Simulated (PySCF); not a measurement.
## Electron correlation in Ag⁺ (silver, charge +1)

[Kr] 4d9 5s1, high-spin 3D determinant (an excited configuration). All numbers are calculated (PySCF 2.14, the spin-free X2C one-electron Hamiltonian (Gaussian nucleus), in x2c-TZVPPall). Frozen: [Ar] 3d10; 18 electrons correlated.

MP2 pair energies summed by pair of shells (mhartree):

```
 pair   energy  share (%)
4d-4d  -278.82       46.4
4p-4d  -170.84       28.4
4p-4p   -47.83        8.0
4d-5s   -37.97        6.3
4s-4d   -31.82        5.3
4s-4p   -23.32        3.9
4p-5s    -6.19        1.0
4s-4s    -4.06        0.7
4s-5s    -0.53        0.1
```

Total MP2 correlation energy: -601.38 mhartree.

Same-spin part -200.00 and opposite-spin part -401.39 mhartree; SCS-MP2 scales them by 1/3 and 6/5 to -548.33 mhartree.

This basis was not built for core-valence correlation, so the inner-shell part is incomplete.
